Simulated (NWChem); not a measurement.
Molecule: silene (CH4Si); SMILES [SiH2]=C

Problem. Give the equilibrium geometry at PBE0-D3(BJ)/def2-TZVP (NWChem) as a list of bonds and angles, with the point group.

Solution. point group C2v; any orientation.
Bond lengths (Å): C1–Si2 1.699, C1–H3 1.084, C1–H4 1.084, Si2–H5 1.479, Si2–H6 1.479. Bond angles (°): Si2–C1–H3 122.1, Si2–C1–H4 122.1, H3–C1–H4 115.7, C1–Si2–H5 122.7, C1–Si2–H6 122.7, H5–Si2–H6 114.7.
